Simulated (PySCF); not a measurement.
## Polarisability and C₆ of Cd (cadmium, neutral)

[Kr] 4d10 5s2, closed-shell 1S. All numbers are calculated (PySCF 2.14, scalar relativity by spin-free X2C-1e, in x2c-QZVPPall with one added diffuse shell each of s, p, d, f, g type (14s9p8d5f3g, 143 functions)). Coupled (time-dependent) response in atomic units; α is the mean over directions.

```csv
method,mean α (bohr³),C₆ (like pair),S(−4)
M06-2X,45.25,381.7,1055
```

S(−4) is the Cauchy moment in α(ω) = α(0) + S(−4) ω² + …

Reference α: 46 ± 2 bohr³ (recommended; Schwerdtfeger and Nagle, table of static dipole polarizabilities (2023 update)). Published C₆: 405.0 (Gould and Bucko (2016)).

α(iu) at M06-2X:

```csv
u (hartree),α(iu) (bohr³)
0,45.25
0.0500,42.79
0.100,37.01
0.200,25.17
0.300,17.63
0.500,10.46
0.750,6.792
1.00,4.968
1.50,3.129
2.00,2.195
3.00,1.262
5.00,0.5734
```

A single London oscillator, α(iu) = α/(1 + u²/ω²), gives C₆ = (3/4) ω α². Matching the computed C₆ needs ω = 4 × 381.7 / (3 × 45.25²) = 0.249 hartree.
